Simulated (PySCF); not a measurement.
Species: C6H5Cl2N.
Numbering: `[N:1]#[C:2][C:3]1=[C:4]([CH2:5][Cl:6])[C@H:7]([Cl:8])[CH2:9]1` (hydrogens: H10, H11 on C5; H12 on C7; H13, H14 on C9)

Geometry (GFN2-xTB, Å), atoms numbered from 1 in this order:
```
atom  x, y, z in Å
N1     3.314   -0.919    0.122
C2     2.266   -0.457    0.054
C3     0.996    0.121   -0.034
C4    -0.266   -0.356    0.012
C5    -0.887   -1.680    0.170
Cl6   -1.505   -1.828    1.861
C7    -0.881    1.011   -0.107
Cl8   -1.900    1.247   -1.548
C9     0.564    1.560   -0.219
H10   -1.752   -1.793   -0.484
H11   -0.171   -2.487    0.020
H12   -1.452    1.354    0.755
H13    0.865    2.248    0.569
H14    0.807    1.980   -1.192
```

Computed, not measured: TDDFT wB97X-D/def2-SVPD, vertical, gas phase, core orbitals frozen in the response (PySCF).

Frontier orbitals with the atoms that hold most of them (Löwdin shares over 4%, at most four atoms; ? is withheld):

```csv
orbital,ε (eV),atoms
HOMO-3,-11.04,"Cl6 66%, Cl8 11%, C5 10%"
HOMO-2,-11.02,"Cl8 60%, C7 12%, C9 7%, C4 6%"
HOMO-1,-10.93,"Cl8 50%, Cl6 22%, C7 9%, C5 4%"
HOMO,-10.03,?
LUMO,-0.68,?
LUMO+1,1.63,"Cl6 28%, Cl8 21%, C5 15%, C7 9%"
LUMO+2,1.80,"N1 29%, C2 23%, C9 11%, C3 11%"
```

Question: Give the leading atoms of the LUMO.

Answer: C4 (bonded to 3 C) 24%; C3 (bonded to 3 C) 22%; N1 (bonded to C) 14%; C2 (bonded to C and N) 12%. By element: carbon 57% or more, nitrogen 14%.

Question: Give the leading atoms of the HOMO.

Answer: C4 (bonded to 3 C) 24%; C3 (bonded to 3 C) 21%; N1 (bonded to C) 14%; Cl6 (bonded to C) 11%. By element: carbon 45% or more, nitrogen 14%, chlorine 11% or more.

Question: The HOMO–LUMO gap is 9.36 eV. Where does the response calculation put the lowest singlet, and from which orbitals?

Answer: S1 is at 5.52 eV (f = 0.315), 3.84 eV below the gap, made of HOMO→LUMO (91%). Without the coupling terms of the response equations the lowest excitation would equal the gap.

Question: Give energy, strength and leading configuration of S1 and S8, and follow the Löwdin shares of the leading atoms from the occupied to the empty orbital.

Answer: 
- S1 (5.52 eV, f 0.315), HOMO→LUMO (91%): C4 24% → 24%, C3 21% → 22%
- S8 (7.43 eV, f 0.032), HOMO→LUMO+1 (75%): C4 24% → at most 9%, C3 21% → at most 9%, Cl6 11% → 28%, Cl8 at most 11% → 21%

Löwdin shares depend on the basis, the more so with diffuse functions.

One conformer stands for the species.
